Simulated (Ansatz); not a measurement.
Stepwise reaction of `[Cl][Ga]([Cl])[Br]` with ammonia, as a gas-phase model of exchange steps in deposition or etching. ΔE in kJ/mol; ΔG adds harmonic PBE0-D4 terms to CCSD(T)/CBS, at 1 bar.

Isolated molecules relaxed with PBE0-D4/def2-TZVP in Ansatz; ΔE leaves out vibrations. CBS: MP2 limit from def2 TZ/QZ plus the TZ coupled-cluster correction, frozen cores. This one scheme is used for every species. Functionals use def2-TZVPP. B3LYP here is the variant with VWN-RPA as its local correlation; programs differ in this. For Br, Ga outer-core shells are correlated without core-valence functions, which leaves a few kJ/mol of doubt a bond. Scalar relativity is left out up to krypton. One conformer a species, not always the lowest.

```
step                                                    reaction  PBE-D4  B3LYP-D4  ωB97M-V  CCSD(T)/CBS  ΔG(600 K)
   2  `[NH2][Ga]([Cl])[Br]` + NH₃ → `[NH2][Ga]([NH2])[Br]` + HCl    82.1      83.1     82.5         77.4       78.7
```

**Question.** Give the row of step 1, `[Cl][Ga]([Cl])[Br]` + NH₃ → `[NH2][Ga]([Cl])[Br]` + HCl. (Best estimate.)

**Answer.** Computed: 
```tsv
step	reaction	PBE-D4	B3LYP-D4	ωB97M-V	CCSD(T)/CBS	ΔG(600 K)
1	`[Cl][Ga]([Cl])[Br]` + NH₃ → `[NH2][Ga]([Cl])[Br]` + HCl	67.9	68.0	66.8	61.2	42.6
```

**Question.** By hand: ΔE of the 2 steps together at CCSD(T)/CBS.

**Answer.** (61.2) + (77.4) = 138.6 kJ/mol, or 69.3 kJ/mol a step.

In ΔE each step is higher than the one before. All are uphill at CCSD(T)/CBS. ΔG lies between 42.6 and 78.7 kJ/mol a step. PBE-D4 differs from CCSD(T)/CBS by 4.7 to 6.7 kJ/mol a step. Isolated molecules leave out the surface, adducts and barriers. Largest T1 diagnostic: 0.011.
